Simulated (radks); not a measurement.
Task: The mean radii <r> (bohr) of the occupied orbitals of an atom or ion are listed with their occupations. Calculated with a radial shooting solver on a logarithmic mesh with Libxc functionals: scalar-relativistic Kohn-Sham, BLYP, spin-polarised, spherical densities, finite nucleus; Fermi nuclear charge, rms radius of each element as measured or else 0.836 A^(1/3) + 0.57 fm.

| orbital | occ. | <r> |
|---|---|---|
| 1s up | 1 | 0.04275 |
| 1s down | 1 | 0.04275 |
| 2s up | 1 | 0.1895 |
| 2s down | 1 | 0.1895 |
| 2p up | 3 | 0.1654 |
| 2p down | 3 | 0.1654 |
| 3s up | 1 | 0.5513 |
| 3s down | 1 | 0.5512 |
| 3p up | 3 | 0.5638 |
| 3p down | 3 | 0.5635 |
| 3d up | 5 | 0.5886 |
| 3d down | 5 | 0.5865 |
| 4s up | 1 | 1.546 |
| 4s down | 1 | 1.546 |
| 4p up | 2 | 1.759 |

Name the element and its charge. Open shells, if any, are filled with parallel spins first.

Result: Z = 35, bromine, charge +3: Br3+ in [Ar] 3d10 4s2 4p2. The 1s radius gives Z: for a bare nucleus <r> = (2 gamma + 1)/(2Z) with gamma = sqrt(1 - (Z/c)^2), 0.04191 bohr for Z = 35, and screening makes it slightly larger (0.04275 here). The occupations add up to 32, and the charge is Z minus that.
